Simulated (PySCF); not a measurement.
**Correlation energy of Co⁺ (cobalt, charge +1)**

[Ar] 3d7 4s1, 4s spin antiparallel (an excited configuration). All numbers are calculated (PySCF 2.14, the non-relativistic Hamiltonian (point nucleus), in def2-QZVPPD). Frozen: [Ne]; 16 electrons correlated.

MP2 pair energies summed by pair of shells (mhartree):

```
 pair   energy  share (%)
3p-3d  -195.92       35.9
3d-3d  -192.04       35.2
3p-3p   -55.27       10.1
3s-3d   -40.34        7.4
3s-3p   -27.27        5.0
3d-4s   -23.78        4.4
3p-4s    -6.11        1.1
3s-3s    -4.42        0.8
3s-4s    -0.51        0.1
```

Total MP2 correlation energy: -545.66 mhartree.

Same-spin part -177.30 and opposite-spin part -368.36 mhartree; SCS-MP2 scales them by 1/3 and 6/5 to -501.13 mhartree.

This basis was not built for core-valence correlation, so the inner-shell part is incomplete.
